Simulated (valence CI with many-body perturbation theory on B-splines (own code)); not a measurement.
# Sm57+: calculated level list

Calculated by relativistic CI+MBPT: three valence electrons over a frozen Dirac-Fock core [He], radial functions for each j: 11 s, 11 p, 10 d, 8 f, 5 g, 2 h, with the one-electron correlation potential Σ1, the two-electron term Σ2, the three-electron term Σ3, Breit, model QED; selected CI, second order for the rest, scaled by the run's own slope (own B-spline code, finite nucleus).

No measured spectrum was set against this ion. As an estimate, large intervals hold to a few tenths of a per cent, small ones and those within an open d or f shell to about a per cent.

Levels 136 to 165 of 165, with energies above the lowest level, (2s^2 2p1/2) J=1/2. "Leading %" is the weight of the configuration and term that name the level; weights of strongly mixed levels are sums over their largest components and can fall short, so below about 35 % the name and the second component can differ from the true leading terms, or belong to a minority configuration. In the jj column 3d3/2^4 stands for four electrons in 3d with j = 3/2.

| No. | Configuration | Term | J | E (eV) | Leading % | Leading jj | g |
| --- | --- | --- | --- | --- | --- | --- | --- |
| 136 | 2s2 4f | 2F° | 7/2 | 9712 | 98 | 2s^2 4f7/2 (98 %) | 1.138 |
| 137 | 2s 2p 4p | 4D | 3/2 | 9721 | 42 | 2s 2p1/2 4p1/2 (99 %) | 1.111 |
| 138 | 2s 2p 4p | 4P | 1/2 | 9730 | 43 | 2s 2p1/2 4p1/2 (99 %) | 1.801 |
| 139 | 2s 2p 4p | 4P | 3/2 | 9778 | 30 | 2s 2p1/2 4p3/2 (100 %) | 1.366 |
| 140 | 2s 2p 4d | 4F° | 3/2 | 9795 | 59 | 2s 2p1/2 4d3/2 (100 %) | 0.681 |
| 141 | 2s 2p 4p | 2P | 1/2 | 9805 | 46 | 2s 2p1/2 4p3/2 (98 %) | 1.314 |
| 142 | 2s 2p 4p | 4D | 5/2 | 9805 | 43 | 2s 2p1/2 4p3/2 (99 %) | 1.330 |
| 143 | 2s 2p 4p | 2D | 3/2 | 9806 | 41 | 2s 2p1/2 4p3/2 (100 %) | 1.285 |
| 144 | 2s 2p 4d | 4F° | 5/2 | 9819 | 55 | 2s 2p1/2 4d5/2 (54 %) | 1.111 |
| 145 | 2s 2p 4d | 2F° | 5/2 | 9823 | 38 | 2s 2p1/2 4d3/2 (53 %) | 1.157 |
| 146 | 2s 2p 4d | 2P° | 3/2 | 9825 | 25 | 2s 2p1/2 4d3/2 (98 %) | 1.076 |
| 147 | 2s 2p 4d | 4D° | 1/2 | 9826 | 55 | 2s 2p1/2 4d3/2 (99 %) | 0.433 |
| 148 | 2s 2p 4f | 4G | 5/2 | 9830 | 45 | 2s 2p1/2 4f5/2 (100 %) | 0.841 |
| 149 | 2s 2p 4f | 4F | 7/2 | 9841 | 26 | 2s 2p1/2 4f7/2 (100 %) | 1.144 |
| 150 | 2s 2p 4d | 2F° | 7/2 | 9847 | 39 | 2s 2p1/2 4d5/2 (100 %) | 1.234 |
| 151 | 2s 2p 4d | 2F° | 5/2 | 9850 | 42 | 2s 2p1/2 4d5/2 (99 %) | 1.145 |
| 152 | 2s 2p 4d | 2P° | 3/2 | 9850 | 38 | 2s 2p1/2 4d5/2 (98 %) | 1.110 |
| 153 | 2s 2p 4f | 2G | 7/2 | 9857 | 37 | 2s 2p1/2 4f5/2 (99 %) | 0.993 |
| 154 | 2s 2p 4f | 4F | 3/2 | 9857 | 49 | 2s 2p1/2 4f5/2 (100 %) | 0.657 |
| 155 | 2s 2p 4f | 4G | 5/2 | 9857 | 31 | 2s 2p1/2 4f5/2 (99 %) | 0.922 |
| 156 | 2s 2p 4f | 2G | 9/2 | 9868 | 39 | 2s 2p1/2 4f7/2 (100 %) | 1.181 |
| 157 | 2s 2p 4f | 4D | 7/2 | 9869 | 32 | 2s 2p1/2 4f7/2 (99 %) | 1.139 |
| 158 | 2s 2p 4f | 2D | 5/2 | 9869 | 38 | 2s 2p1/2 4f7/2 (99 %) | 1.075 |
| 159 | 2p2 4s | 4P | 1/2 | 9914 | 46 | 2p1/2^2 4s (97 %) | 1.995 |
| 160 | 2p2 4p | 2P° | 1/2 | 9937 | 45 | 2p1/2^2 4p1/2 (98 %) | 0.657 |
| 161 | 2p2 4p | 2P° | 3/2 | 10021 | 34 | 2p1/2^2 4p3/2 (98 %) | 1.329 |
| 162 | 2p2 4d | 2D | 3/2 | 10036 | 41 | 2p1/2^2 4d3/2 (98 %) | 0.792 |
| 163 | 2p2 4d | 2D | 5/2 | 10063 | 35 | 2p1/2^2 4d5/2 (98 %) | 1.195 |
| 164 | 2p2 4f | 2F° | 5/2 | 10069 | 40 | 2p1/2^2 4f5/2 (98 %) | 0.851 |
| 165 | 2p2 4f | 2F° | 7/2 | 10080 | 36 | 2p1/2^2 4f7/2 (98 %) | 1.138 |
